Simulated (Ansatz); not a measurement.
Start from `FC[C@@H](F)[C@@H](F)OC(F)F` and change one atom or group to get `FCOC(F)F`.

Ansatz, PBE0-D4/def2-TZVP geometries, multiplicity 1. Each molecule was computed in one conformer, which needn't be the lowest.

```tsv
property	`FC[C@@H](F)[C@@H](F)OC(F)F`
HOMO energy (B3LYP/def2-TZVPP) / eV	-9.49
size of the dipole moment (B3LYP/def2-TZVPP) / D	1.66
size of the dipole moment (ωB97M-V/def2-TZVPP) / D	1.66
LUMO energy (ωB97M-V/def2-TZVPP) / eV	2.80
LUMO energy (PBE/def2-TZVPP) / eV	0.20
LUMO energy (PBE0/def2-TZVPP) / eV	1.18
```

**Question.** What does the change do to each property? (Best estimate.)

**Answer.** Ansatz gave: 
```
                                          property  `FCOC(F)F`  shift
               HOMO energy (B3LYP/def2-TZVPP) / eV       -9.65  -0.16
  size of the dipole moment (B3LYP/def2-TZVPP) / D        1.60  -0.06
size of the dipole moment (ωB97M-V/def2-TZVPP) / D        1.60  -0.06
             LUMO energy (ωB97M-V/def2-TZVPP) / eV        3.04   0.24
                 LUMO energy (PBE/def2-TZVPP) / eV        0.53   0.33
                LUMO energy (PBE0/def2-TZVPP) / eV        1.47   0.29
```

With PBE0 the HOMO falls by 0.20 eV and the LUMO rises by 0.29 eV, so the gap widens by about 0.49 eV. PBE moves the HOMO by -0.18 eV and ωB97M-V by -0.24 eV. The zero-point energy changes by -108.5 kJ/mol with -18 modes. Dipoles are sizes alone; their direction can turn.

B3LYP here is the variant with VWN-RPA as its local correlation; programs differ in this.
